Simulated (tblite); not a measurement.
A tight-binding relaxation on `[C-]#[N+]C1=CC(C)=C2C=CC2=C1`.

Computed with GFN2-xTB geometry optimisation, gas phase (tblite 0.8.0). Start geometry: from a force field or distance geometry. A driver script takes a list of jobs; this job's settings line and coordinates (Å) are shown.

Input:
```
{"job": {"kind": "relax", "xc": "GFN2-xTB", "basis": "xTB"}, "charge": 0, "multiplicity": 1}
C      4.375000    -0.149100    -0.164400
N      3.191700    -0.192100    -0.125800
C      1.819300    -0.259000    -0.056400
C      1.080000     0.974900    -0.024200
C     -0.324600     0.962900     0.055100
C     -1.138500     2.211700     0.053700
C     -0.872000    -0.277900     0.035500
C     -0.155900    -1.435500    -0.001800
C      1.195200    -1.512200    -0.053100
C     -1.442900    -2.231400     0.022700
C     -2.156700    -1.069300     0.057900
H      1.621300     1.906800    -0.030600
H     -1.383100     2.512100    -0.957700
H     -2.060800     2.070000     0.611700
H     -0.589800     3.037600     0.541000
H      1.735700    -2.437700    -0.078800
H     -1.692600    -3.281000     0.009100
H     -3.210000    -0.824400     0.094400
```

Output:
```
step      E/eV     max force
  0    -754.50659    2.442
  1    -754.64567    3.457
  2    -754.64424    3.000
  3    -754.70168    0.463
  4    -754.70616    0.286
  5    -754.70952    0.238
  6    -754.71628    0.156
  7    -754.71867    0.132
  8    -754.72049    0.089
  9    -754.72159    0.075
... (71 lines left out)
 81    -754.73539    0.012
 82    -754.73542    0.010
 83    -754.73544    0.014
 84    -754.73547    0.012
 85    -754.73549    0.012
 86    -754.73553    0.015
 87    -754.73557    0.018
 88    -754.73561    0.017
 89    -754.73565    0.010
 90    -754.73566    0.006
```

«max force» is the largest atomic force in eV/Å.

From which step on does the largest force stay under 0.1 eV/Å, and how much energy is left to gain from there?

From step 8 (0.089 eV/Å), 15.2 meV above the end.

In short: energy lowered by 5.3 kcal/mol over 90 steps; largest atomic force 0.006 eV/Å at the end.

Give the final coordinates.

0.227 Å rms from the input after alignment:
```
atom  x, y, z in Å
C1     4.3176   -0.1209   -0.2385
N2     3.1519   -0.1592   -0.1737
C3     1.7960   -0.2216   -0.0978
C4     1.0683    0.9440   -0.0620
C5    -0.3547    0.9508    0.0156
C6    -1.1037    2.2444    0.0484
C7    -0.9165   -0.2819    0.0531
C8    -0.1597   -1.4917    0.0164
C9     1.1846   -1.5177   -0.0594
C10   -1.4547   -2.2560    0.0900
C11   -2.1656   -1.1173    0.1245
H12    1.5922    1.8888   -0.0951
H13   -0.8892    2.8274   -0.8465
H14   -2.1740    2.0654    0.1030
H15   -0.8006    2.8354    0.9119
H16    1.7965   -2.4058   -0.0910
H17   -1.6879   -3.3025    0.1075
H18   -3.2090   -0.8751    0.1820
```

Estimate the wall time. Hardware: one thread, Arm Neoverse N1 (aarch64), shared host with 64 logical CPUs at a one-minute load of 57.

About 1.1 s.
Labels such as C1 count atoms from 1, the log's own numbers from 0.
